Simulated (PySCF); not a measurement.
Stepwise substitution at one centre (Sn Cl-OH). All species are isolated molecules in the gas phase. One relaxed conformer stands for each flexible species; it need not be the lowest. Strings in code marks are SMILES.

These are PySCF 2.14.0 with r2SCAN-D4/def2-TZVP values and carry that method's errors. All candidates: neutral, multiplicity 1. Excitations are Tamm–Dancoff values on a coarser integration grid. The basis has no diffuse functions, so Rydberg states are missing or too high.

```json
{
  "LUMO": "-3.62 eV",
  "T1 excitation (TDA)": "4.53 eV",
  "HOMO": "-8.43 eV"
}
```

Q: Identify which member has these values.
A. `[OH][Sn]([OH])([OH])[Cl]`
B. `[OH][Sn]([Cl])([Cl])[Cl]`
C. `[OH][Sn]([OH])([OH])[OH]`

A: B, `[OH][Sn]([Cl])([Cl])[Cl]`. The others give `[OH][Sn]([OH])([OH])[Cl]`: -2.81 eV, 4.87 eV, -8.00 eV; `[OH][Sn]([OH])([OH])[OH]`: -2.40 eV, 5.00 eV, -7.79 eV
